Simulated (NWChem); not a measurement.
System: C2H6OSi, singlet; SMILES CO[Si]C

```xyz
10

Si    -0.7964    -0.7543    -0.0001
C      1.0208    -1.4150     0.0001
H      1.0094    -2.5118    -0.0005
H      1.5884    -1.0907     0.8849
H      1.5890    -1.0898    -0.8840
O     -0.6028     0.9024     0.0003
C      0.5322     1.7556    -0.0001
H      1.4760     1.1989     0.0069
H      0.4994     2.3907    -0.8925
H      0.4921     2.4006     0.8848
```
Atoms are numbered in this order, from 1.

Low-valent species are run as closed-shell singlets; no triplet was tried in these runs. Structure relaxed at the B3LYP/6-31G* (spherical d) level.

Q: List the 4 lowest vertical singlet excitations and the 4 lowest triplet ones from PBE0/def2-SVP, TDA (NWChem).

A: 
```json
[
 {"state": "S1", "energy (eV)": "3.63", "oscillator strength": "0.051", "leading excitation (squared amplitude)": "HOMO → LUMO (0.96)"},
 {"state": "S2", "energy (eV)": "5.66", "oscillator strength": "0.015", "leading excitation (squared amplitude)": "HOMO−1 → LUMO (0.97)"},
 {"state": "S3", "energy (eV)": "6.45", "oscillator strength": "0.016", "leading excitation (squared amplitude)": "HOMO−2 → LUMO (0.58)"},
 {"state": "S4", "energy (eV)": "6.72", "oscillator strength": "0.134", "leading excitation (squared amplitude)": "HOMO → LUMO+1 (0.68)"},
 {"state": "T1", "energy (eV)": "2.01", "oscillator strength": "spin-forbidden", "leading excitation (squared amplitude)": "HOMO → LUMO (0.98)"},
 {"state": "T2", "energy (eV)": "5.04", "oscillator strength": "spin-forbidden", "leading excitation (squared amplitude)": "HOMO → LUMO+1 (0.48)"},
 {"state": "T3", "energy (eV)": "5.13", "oscillator strength": "spin-forbidden", "leading excitation (squared amplitude)": "HOMO−2 → LUMO (0.61)"},
 {"state": "T4", "energy (eV)": "5.19", "oscillator strength": "spin-forbidden", "leading excitation (squared amplitude)": "HOMO−1 → LUMO (0.97)"}
]
```
